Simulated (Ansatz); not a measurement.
Relaxation of AsH₂O (4 atoms, charge 0, multiplicity 2), to a largest force component of 0.02 eV/Å in at most 50 steps.

These are results of Ansatz, UKS B3LYP/def2-SVP, not measurements.

```xyz
4
Properties=species:S:1:pos:R:3:forces:R:3
O -0.230 -0.729 0.330 -0.68 0.06 -0.03
As 0.574 0.734 -0.331 0.68 -0.04 0.02
H 0.409 -1.377 0.622 0.51 -0.34 0.16
H -0.753 1.373 -0.621 -0.52 0.32 -0.14
```

Where does it end, and by what steps?

The forces met the threshold. After 5 steps the energy has fallen by 0.021 eV; H4 moved furthest, 0.04 Å.

```csv
step,energy less start (eV),largest force component (eV/Å),accepted
0,0.0000,0.683,yes
1,-0.0178,0.317,yes
2,-0.0206,0.106,yes
3,-0.0211,0.039,yes
4,-0.0212,0.024,yes
5,-0.0212,0.000,yes
```

```xyz
4
Properties=species:S:1:pos:R:3
O -0.248 -0.750 0.339
As 0.576 0.721 -0.326
H 0.433 -1.378 0.623
H -0.762 1.407 -0.636
```

Whether the end is a true minimum wasn't checked by a vibrational analysis.

The run took 16 s on 1 thread of Intel(R) Xeon(R) Platinum 8488C (Sapphire Rapids), on a shared host, peak memory 0.15 GiB.
